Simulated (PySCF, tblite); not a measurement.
Compound: C5H9N3S.
Bonds: C1–C2, C2–N3, N3–C4 (aromatic), C4–C5 (aromatic), C5–S6, S6–C7, C5–N8 (aromatic), N8–N9 (aromatic), N3–N9 (aromatic). Hydrogens: H10, H11, H12 on C1; H13, H14 on C2; H15 on C4; H16, H17, H18 on C7.

The geometry is computed with GFN2-xTB (gas phase).

What internal coordinates does the optimisation give?

| bond | length (Å) | order |
| --- | --- | --- |
| C1–C2 | 1.526 | single |
| C2–N3 | 1.437 | single |
| N3–C4 | 1.352 | aromatic |
| C4–C5 | 1.383 | aromatic |
| C5–S6 | 1.742 | single |
| S6–C7 | 1.814 | single |
| C5–N8 | 1.350 | aromatic |
| N8–N9 | 1.281 | aromatic |
| N3–N9 | 1.323 | aromatic |
| C1–H10, C1–H11, C1–H12 | 1.087 | single |
| C2–H13, C2–H14 | 1.093 | single |
| C4–H15 | 1.068 | single |
| C7–H16, C7–H17, C7–H18 | 1.085 | single |

Bonds in one row agree within 0.01 Å and their mean is given. Orders are formal, as drawn. A selection of angles:
| angle | degrees |
| --- | --- |
| C2–C1–H10 | 109.8 |
| C2–C1–H12 | 110.7 |
| H10–C1–H11 | 108.8 |
| C1–C2–N3 | 111.2 |
| C1–C2–H13 | 110.4 |
| N3–C2–H13 | 108.8 |
| N3–C2–H14 | 106.6 |
| H13–C2–H14 | 109.4 |
| C2–N3–C4 | 128.3 |
| C2–N3–N9 | 121.6 |
| C4–N3–N9 | 110.0 |
| N3–C4–C5 | 103.9 |
| N3–C4–H15 | 124.1 |
| C5–C4–H15 | 132.0 |
| C4–C5–S6 | 128.3 |
| C4–C5–N8 | 108.0 |
| S6–C5–N8 | 123.7 |
| C5–S6–C7 | 98.7 |
| S6–C7–H16 | 106.7 |
| S6–C7–H17 | 108.9 |
| H16–C7–H17 | 111.0 |
| H17–C7–H18 | 110.3 |
| C5–N8–N9 | 108.8 |
| N3–N9–N8 | 109.3 |

Torsions: C1–C2–N3–C4 76° (synclinal); C4–C5–S6–C7 178° (antiperiplanar). The mirror-image conformer, all signs reversed, is as good.

The C–S distances run from 1.742 Å (C5–S6, drawn single) to 1.814 Å (S6–C7, drawn single), a spread of 0.072 Å. The 3 C–N bonds span 1.350 Å (C5–N8, aromatic) to 1.437 Å (C2–N3, drawn single), a spread of 0.087 Å. S6 (sulfide sulfur) is bent (angle 98.7°). The 2 C–C bonds span 1.383 Å (C4–C5, aromatic) to 1.526 Å (C1–C2, drawn single), a spread of 0.143 Å. Of the pairs four or more bonds apart, N8···H17 is among the closest relative to their van der Waals radii: 2.64 Å, 96 % of the sum of Bondi's values. N3 (pyrrole-type nitrogen) is planar (angles 128.3°, 121.6° and 110.0°, sum 360.0°, 0.02 Å off the plane of its three neighbours). The 5-membered ring N3–C4–C5–N8–N9 has internal angles of 103.9° to 110.0° (sum 540°, against 540° for a flat polygon); it is planar, 0.00 Å rms from its mean plane, widest ring torsion 0°.

Point group: C1 (no symmetry element, even within 0.4 Å). Its GFN2-xTB frequencies are all real (lowest 39 cm⁻¹). The numbers are those of one conformer. 3 starts were optimised and ended at 0.00, 0.01 and 0.02 kcal/mol (GFN2-xTB); the lowest of these is shown.
